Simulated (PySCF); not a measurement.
C$_{3}$H$_{4}$BF$_{2}$N (SMILES CN1C=C(F)B1F), singlet, at a GFN2-xTB geometry; DF-PBE0/cc-pVDZ in PySCF.

The PySCF input:
```python
from pyscf import gto, scf, dft

mol = gto.M(
    atom='''
C    -2.371127   -0.350563   -0.082786
N    -0.953455   -0.155172   -0.033025
C     0.051858   -1.224842    0.024751
C     1.114653   -0.426079    0.049915
F     2.420253   -0.725795    0.104671
B     0.065600    0.807391   -0.012557
F     0.020514    2.117887   -0.038647
H    -2.861046    0.620150   -0.119307
H    -2.651820   -0.923869   -0.972106
H    -2.718704   -0.890818    0.803595
H    -0.161458   -2.276134    0.036284
''',
    basis='cc-pvdz',
    charge=0,
    spin=0,
    verbose=4,
)

mf = dft.RKS(mol)
mf.xc = 'pbe0'
mf.grids.radi_method = dft.radi.delley
mf = mf.density_fit(auxbasis='def2-universal-jkfit')
mf.kernel()
```

Output, abridged:

```
PySCF version 2.14.0

[INPUT] verbose = 4
[INPUT] num. atoms = 11
[INPUT] num. electrons = 52
[INPUT] charge = 0
[INPUT] spin (= nelec alpha-beta = 2S) = 0
[INPUT] symmetry False subgroup None
[INPUT] Mole.unit = angstrom
[INPUT] Symbol           X                Y                Z      unit          X                Y                Z       unit  Magmom
[INPUT]  1 C     -2.371127000000  -0.350563000000  -0.082786000000 AA   -4.480780636562  -0.662468059406  -0.156442866948 Bohr   0.0
[INPUT]  2 N     -0.953455000000  -0.155172000000  -0.033025000000 AA   -1.801768822097  -0.293232582201  -0.062408205264 Bohr   0.0
[INPUT]  3 C      0.051858000000  -1.224842000000   0.024751000000 AA    0.097997417368  -2.314615925865   0.046772611309 Bohr   0.0
[INPUT]  4 C      1.114653000000  -0.426079000000   0.049915000000 AA    2.106388893925  -0.805172617429   0.094325679508 Bohr   0.0
[INPUT]  5 F      2.420253000000  -0.725795000000   0.104671000000 AA    4.573615322157  -1.371553772579   0.197799523184 Bohr   0.0
[INPUT]  6 B      0.065600000000   0.807391000000  -0.012557000000 AA    0.123966033771   1.525747865439  -0.023729290946 Bohr   0.0
[INPUT]  7 F      0.020514000000   2.117887000000  -0.038647000000 AA    0.038765841719   4.002226392777  -0.073032245536 Bohr   0.0
[INPUT]  8 H     -2.861046000000   0.620150000000  -0.119307000000 AA   -5.406593369782   1.171913656149  -0.225457554743 Bohr   0.0
[INPUT]  9 H     -2.651820000000  -0.923869000000  -0.972106000000 AA   -5.011213531644  -1.745859384976  -1.837014104046 Bohr   0.0
[INPUT] 10 H     -2.718704000000  -0.890818000000   0.803595000000 AA   -5.137605973760  -1.683402046833   1.518574465070 Bohr   0.0
[INPUT] 11 H     -0.161458000000  -2.276134000000   0.036284000000 AA   -0.305111400620  -4.301269882811   0.068566822704 Bohr   0.0

nuclear repulsion = 273.249070552013
number of shells = 47
number of NR pGTOs = 210
number of NR cGTOs = 118
basis = cc-pvdz
ecp = {}

******** <class 'pyscf.df.df_jk.DFRKS'> ********
method = DFRKS
initial guess = minao
damping factor = 0
level_shift factor = 0
DIIS = <class 'pyscf.scf.diis.CDIIS'>
diis_start_cycle = 1
diis_space = 8
diis_damp = 0
SCF conv_tol = 1e-09
SCF conv_tol_grad = None
SCF max_cycles = 50
direct_scf = False
XC library pyscf.dft.libxc version 7.1.2
    S. Lehtola, C. Steigemann, M. J. T. Oliveira, and M. A. L. Marques,  SoftwareX 7, 1–5 (2018)
XC functionals = pbe0
    C. Adamo and V. Barone,  J. Chem. Phys. 110, 6158 (1999)
    M. Ernzerhof and G. E. Scuseria,  J. Chem. Phys. 110, 5029 (1999)
radial grids: B. Delley radial grids. Ref. JCP 104, 9848 (1996); DOI:10.1063/1.471749. log2 algorithm
becke partition: Becke, JCP 88, 2547 (1988); DOI:10.1063/1.454033
pruning grids: <function nwchem_prune>
grids dens level: 3
symmetrized grids: False
atomic radii adjust function: <function treutler_atomic_radii_adjust>
small_rho_cutoff = 0
Set gradient conv threshold to 3.16228e-05
Initial guess from minao.
tot grids = 146416
******** <class 'pyscf.df.df.DF'> ********
auxbasis = def2-universal-jkfit
init E= -396.71401940096
  HOMO = -0.219696463276422  LUMO = -0.089096402402542  gap/eV = 3.55381
cycle= 1 E= -395.544409860724  delta_E= 1.17  |g|= 0.583  |ddm|= 3.27
  HOMO = -0.178454122077519  LUMO = -0.0270941707854124  gap/eV = 4.11871
cycle= 2 E= -395.500394634674  delta_E= 0.044  |g|=  0.8  |ddm|= 1.02
  HOMO = -0.194190141959321  LUMO = -0.0224935884311401  gap/eV = 4.67210
cycle= 3 E= -395.603447003991  delta_E= -0.103  |g|= 0.0796  |ddm|= 0.601
  HOMO = -0.207128805966349  LUMO = -0.0324015935797375  gap/eV = 4.75457
cycle= 4 E= -395.604670914079  delta_E= -0.00122  |g|= 0.0267  |ddm|= 0.0786
  HOMO = -0.202593662745733  LUMO = -0.0295434745299206  gap/eV = 4.70894
cycle= 5 E= -395.604813591979  delta_E= -0.000143  |g|= 0.0113  |ddm|= 0.0285
  HOMO = -0.203063767200782  LUMO = -0.0292380086054038  gap/eV = 4.73004
cycle= 6 E= -395.604838757509  delta_E= -2.52e-05  |g|= 0.00352  |ddm|= 0.0112
  HOMO = -0.2032118192479  LUMO = -0.0294413020431774  gap/eV = 4.72854
cycle= 7 E= -395.604841358186  delta_E= -2.6e-06  |g|= 0.00112  |ddm|= 0.00389
  HOMO = -0.20321859448952  LUMO = -0.0294782316552578  gap/eV = 4.72772
cycle= 8 E= -395.604841677702  delta_E= -3.2e-07  |g|= 0.000317  |ddm|= 0.00124
  HOMO = -0.203216949771496  LUMO = -0.0294663418568248  gap/eV = 4.72799
cycle= 9 E= -395.604841702243  delta_E= -2.45e-08  |g|= 9.53e-05  |ddm|= 0.000298
  HOMO = -0.203215717035888  LUMO = -0.0294638318105083  gap/eV = 4.72803
cycle= 10 E= -395.604841704791  delta_E= -2.55e-09  |g|= 3.89e-05  |ddm|= 0.000118
  HOMO = -0.203217971577151  LUMO = -0.0294639712489131  gap/eV = 4.72809
cycle= 11 E= -395.604841705151  delta_E= -3.59e-10  |g|= 1.78e-05  |ddm|= 4.65e-05
  HOMO = -0.203218187014949  LUMO = -0.02946447592916  gap/eV = 4.72808
Extra cycle  E= -395.60484170512  delta_E= 3.07e-11  |g|= 2.41e-05  |ddm|= 3.34e-05
converged SCF energy = -395.60484170512
```
